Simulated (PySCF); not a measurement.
Worked example: chemical shift, span and skew from a shielding tensor

Si(F)2(OH)(SMe) (CH4F2OSSi), SMILES F[Si](O)(SC)F. Atoms are numbered in the order given.

```xyz
10

C      2.0750     0.7419    -0.8648
S      1.4202    -0.4151     0.4152
Si    -0.6309    -0.0750     0.1080
O     -0.9454     1.5357     0.0895
F     -1.4363    -0.8379     1.2759
F     -1.1965    -0.6919    -1.2773
H      1.6742     1.7515    -0.7090
H      1.8327     0.3854    -1.8750
H      3.1650     0.7527    -0.7366
H     -1.7527     1.8328    -0.3492
```

Coordinates come from a B3LYP-D3(BJ)/def2-SVP optimisation. The structure was generated by enumeration, and PubChem lists no compound with its InChIKey, so it may never have been made. One conformer was computed; it need not be the lowest.

GIAO shieldings from PBE/pcSseg-1 in PySCF, non-relativistic, no solvent. The symmetric part of the tensor of Si3 has the principal values 330.6, 364.8, 418.0 ppm. The same nucleus in TMS has σ = 335.4 ppm at this level (PySCF, at its B3LYP-D3(BJ)/def2-TZVP geometry).

Work out the isotropic shielding, the ²⁹Si shift against TMS, the span and the skew.


σ(iso) = (σ11 + σ22 + σ33)/3 = 371.1 ppm. δ = σ(ref) − σ(iso) = 335.4 − (371.1) = -35.7 ppm.
Span Ω = σ33 − σ11 = 87.4 ppm. Skew κ = 3(σ(iso) − σ22)/Ω = 0.22. Tumbling in solution averages the tensor to δ; in a static solid the shielding alone would spread this spin-1/2 line over Ω.
